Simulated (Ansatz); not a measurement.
CH₃AlINO, SMILES `[I][Al]1[NH]C[O]1`, relaxed with RKS PBE-D4/def2-SVP in the Gaussian-basis code of Ansatz from a rough embedded geometry. The force threshold is 0.03 eV/Å; the program also tests the step.

Charge 0, multiplicity 1. I takes the def2 core potential.

Start:

```xyz
8

I    -1.220   -3.083   -1.395
Al    0.166   -1.027   -0.930
N     0.696   -0.293    0.690
C     0.180    1.067    0.255
O    -0.194    0.772   -1.117
H    -0.008   -0.636    1.429
H     1.043    1.766    0.234
H    -0.663    1.434    0.834
```

Q: By how much does the energy fall, and how many steps does the optimiser take? (Best estimate.)

A: Computed: 0.88 eV, in 10 steps, 1 of them rejected.

Q: Which bonds change most? (Estimate.)

A: Computed: Al2–O5 from 1.844 to 1.765 Å; Al2–N3 from 1.855 to 1.778 Å; I1–Al2 from 2.523 to 2.454 Å.

Q: Give the relaxed structure. (Best estimate.)

A: Ansatz gave: 
```xyz
8

I    -0.889   -3.108   -1.853
Al   -0.325   -1.008   -0.717
N     0.225   -0.332    0.833
C     0.162    0.996    0.198
O    -0.280    0.707   -1.133
H     0.513   -0.439    1.803
H     1.158    1.505    0.167
H    -0.566    1.679    0.703
```
